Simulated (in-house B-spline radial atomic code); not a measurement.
Values are calculated unless marked as measured or tabulated.
# Lu3+ at several levels of theory

Ground configuration [Xe] 4f14. All numbers come from an all-electron radial atomic-structure program (B-spline basis), all electrons, at the radial basis limit. Mean-field, RPA, GW and linear-response runs are scalar-relativistic (one-electron X2C), no spin-orbit coupling, without Breit or QED terms, open shells spin-polarised at highest spin; the many-body runs on Dirac-Hartree-Fock orbitals are four-component, and their energies hold both.

Without the two-electron picture change, the correlation of inner shells comes somewhat too large for so heavy an element.

**Ionisation energy.** The reference is 45.249 ± 0.025 eV (NIST, semi-empirical). It runs between the lowest fine-structure levels, while the runs without spin-orbit coupling give shell averages, so part of their difference is this splitting, and a close match can be a cancellation.

```
                                              method  value (eV)  minus reference (eV)
                    minus the highest LDA VWN5 level       36.56                 -8.69
                         minus the highest PBE level       36.19                 -9.06
                                         G0W0 on PBE       46.01                 +0.76
                      minus the highest r2SCAN level       36.13                 -9.12
                        minus the highest PBE0 level       39.56                 -5.69
                                        G0W0 on PBE0       45.98                 +0.73
             minus the highest B3LYP (VWN-RPA) level       38.91                 -6.34
                   minus the highest CAM-B3LYP level       40.87                 -4.37
                     minus the highest LC-wPBE level       41.52                 -3.73
                minus the highest Hartree-Fock level       48.75                 +3.50
                                G0W0 on Hartree-Fock       45.58                 +0.33
Dirac-Fock + self-energy with TDHF screening (4f7/2)       44.69                 -0.55
```

Question: Which methods come closest, and which lies farthest off?

Answer: Closest: G0W0 on Hartree-Fock (+0.33 eV) and Dirac-Fock + self-energy with TDHF screening (4f7/2) (-0.55 eV). Farthest: minus the highest r2SCAN level (-9.12 eV). The TDHF-screened form was chosen among four for its agreement on 13 closed-shell atoms.

**Static dipole polarisability and C6** of two like species, by linear response (no reference value is at hand):

```
                                method  α (bohr³)  C6 (hartree·bohr⁶)
                              LDA VWN5      4.507               22.15
                                   PBE      4.544               22.36
                                  PBE0      4.419               21.86
                       B3LYP (VWN-RPA)      4.459               22.02
                             CAM-B3LYP      4.468               22.03
                               LC-wPBE      4.532               22.28
                                  TDHF      4.221               21.11
relativistic RPA (four-component TDHF)      4.265                21.3
```

Question: What mean excitation energy do α and C6 imply in London's formula C6 = (3/4) α² ω?

Answer: LDA VWN5: ω = 1.454 hartree; relativistic RPA (four-component TDHF): ω = 1.561 hartree. A method that puts the excitations lower gives a larger α and a smaller ω.

Run times on one thread of shared hosts: mean field, RPA, SOSEX and G0W0 on PBE, 5.6 s (Intel Xeon Platinum 8488C); TDDFT with PBE, 7.1 s (Arm Neoverse N1); removal energies by the self-energy, 110 s (Intel Xeon Platinum 8488C).
